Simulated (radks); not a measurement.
Problem. The bismuth ion Bi4+, configuration [Kr] 4d10 4f14 5s2 5p4 5d10 6s1 5f2 (not the ground configuration). All-electron calculation, scalar-relativistic Kohn-Sham, BP86, spin-polarised, spherical densities, finite nucleus; open shells are filled with parallel spins first (spin-orbit coupling, left out, can overturn this in heavy ions); Fermi nuclear charge, rms radius 5.5211 fm. Program: a radial shooting solver on a logarithmic mesh with Libxc functionals. Some entries of the table are withheld. Estimate them.

| orbital | occ. | eigenvalue (hartree) | <r^2> (bohr^2) |
|---|---|---|---|
| 1s up | 1 | -3332.873 | 0.0003463 |
| 1s down | 1 | -3332.859 | 0.0003463 |
| 2s up | 1 | -600.7392 | 0.005245 |
| 2s down | 1 | -600.7315 | 0.005244 |
| 2p up | 3 | -514.4607 | 0.004484 |
| 2p down | 3 | -514.4494 | 0.004484 |
| 3s up | 1 | -146.7208 | 0.03369 |
| 3s down | 1 | -146.7096 | 0.03369 |
| 3p up | 3 | -122.0540 | 0.03500 |
| 3p down | 3 | -122.0417 | 0.03500 |
| 3d up | 5 | -97.20976 | 0.02901 |
| 3d down | 5 | -97.19814 | 0.02901 |
| 4s up | 1 | -35.39699 | 0.1604 |
| 4s down | 1 | -35.37876 | 0.1603 |
| 4p up | 3 | -27.30818 | 0.1839 |
| 4p down | 3 | -27.28954 | 0.1838 |
| 4d up | 5 | -18.04231 | 0.2055 |
| 4d down | 5 | -18.02115 | 0.2052 |
| 5s up | 1 | -7.93477 | 0.7566 |
| 5s down | 1 | -7.84686 | 0.7554 |
| 4f up | 7 | -7.83922 | 0.2303 |
| 4f down | 7 | -7.81285 | 0.2292 |
| 5p up | 3 | (1) | 0.9716 |
| 5p down | 1 | (2) | 0.9705 |
| 5d up | 5 | -2.96366 | 1.514 |
| 5d down | 5 | -2.86954 | 1.509 |
| 6s up | 1 | -2.14043 | (3) |
| 6s down | 0 | -2.03928 | (4) |
| 5f up | 2 | -0.91347 | 5.831 |

Solution. 
(1) 5p up eigenvalue (hartree): -5.61181
(2) 5p down eigenvalue (hartree): -5.51962
(3) 6s up <r^2> (bohr^2): 3.844
(4) 6s down <r^2> (bohr^2): 3.863
